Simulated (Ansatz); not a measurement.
Basis sets compared for [NbOCl4]- (NbCl₄O⁻). The state is a singlet with charge -1. Geometry B3LYP-D4/def2-SVPD. Ansatz on 4 threads of Intel Xeon on a shared host; times are rough, and most runs start from earlier orbitals.

```xyz
6

Nb   -0.1003    0.0461   -0.0029
O    -1.6397    0.7536   -0.0474
Cl   -0.3005   -1.6944    1.6604
Cl    1.0845    1.3155    1.6766
Cl    1.1689    1.2953   -1.6353
Cl   -0.2128   -1.7161   -1.6514
```

In the def2 sets Nb takes a core potential; there is no spin–orbit coupling.

```
            level  functions  energy (Eh)  HOMO (eV)  LUMO (eV)  wall time
 PBE-D4/def2-SVPD        165   -1972.0391      -2.94      -0.30      1.7 s
PBE0-D4/def2-SVPD        165   -1972.1322      -4.27       0.37      2.4 s
```

Problem. Estimate the rows for PBE-D4/def2-TZVPD (with forces), PBE0-D4/def2-TZVPD.

Solution. 
```csv
level,functions,energy (Eh),HOMO (eV),LUMO (eV),wall time
PBE-D4/def2-TZVPD (with forces),264,-1972.7470,-2.88,-0.19,3.8 s
PBE0-D4/def2-TZVPD,264,-1972.8355,-4.21,0.51,4.9 s
```
